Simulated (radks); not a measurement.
Question: The mean radii <r> (bohr) of the occupied orbitals of an atom or ion are listed with their occupations. Calculated with a radial shooting solver on a logarithmic mesh with Libxc functionals: scalar-relativistic Kohn-Sham, r2SCAN, spin-polarised, spherical densities, finite nucleus; meta-GGA in the generalised Kohn-Sham scheme; Fermi nuclear charge, rms radius of each element as measured or else 0.836 A^(1/3) + 0.57 fm.

orbital  occ.      <r>
1s up       1  0.01932
1s down     1  0.01932
2s up       1  0.08169
2s down     1  0.08169
2p up       3  0.07278
2p down     3  0.07278
3s up       1   0.2090
3s down     1   0.2090
3p up       3   0.2079
3p down     3   0.2078
3d up       5   0.1875
3d down     5   0.1874
4s up       1   0.4198
4s down     1   0.4197
4p up       1   0.4293

Name the element and its charge. Open shells, if any, are filled with parallel spins first.

Answer: Z = 71, lutetium, charge +40: Lu40+ in [Ar] 3d10 4s2 4p1. The 1s radius gives Z: for a bare nucleus <r> = (2 gamma + 1)/(2Z) with gamma = sqrt(1 - (Z/c)^2), 0.01909 bohr for Z = 71, and screening makes it slightly larger (0.01932 here). The occupations add up to 31, and the charge is Z minus that.
